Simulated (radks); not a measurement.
The nitrogen anion N3-, [Ne], held by a Watson sphere: a shell of charge +3.27 at radius R that stands for the Madelung well of a crystal (potential energy -3.27/R inside, -3.27/r outside, in hartree with lengths in bohr). Calculated with a radial shooting solver on a logarithmic mesh with Libxc functionals: non-relativistic Kohn-Sham, LDA (Slater exchange, VWN5 correlation), spin-polarised, spherical densities, point nucleus. Response by self-consistent Sternheimer equations with the Hartree and adiabatic LDA kernel. The sphere does not respond.

R (bohr)  e(1s) (eV)  e(2s) (eV)  e(2p) (eV)  <r> 2p (bohr)  sum of <r^2> (bohr^2)  X-ray form factor at sin(theta)/lambda = 0.2 1/angstrom  alpha (bohr^3)
1.66         -376.08     -23.365     -11.943          1.570                  23.50                                                    5.639           11.59
1.83         -376.37     -22.179     -11.078          1.644                  25.64                                                    5.437           14.22
1.86         -376.41     -21.981     -10.933          1.656                  26.02                                                    5.404           14.74
1.88         -376.44     -21.851     -10.837          1.665                  26.27                                                    5.382           15.09
2.24         -376.82     -19.759      -9.266          1.813                  30.96                                                    5.051           22.92
3.04         -376.85     -16.647      -6.712          2.129                  42.36                                                    4.638           55.00
3.2          -376.79     -16.224      -6.331          2.192                  44.87                                                    4.596           64.88
3.78         -376.55     -15.082      -5.221          2.416                  54.73                                                    4.514           114.1
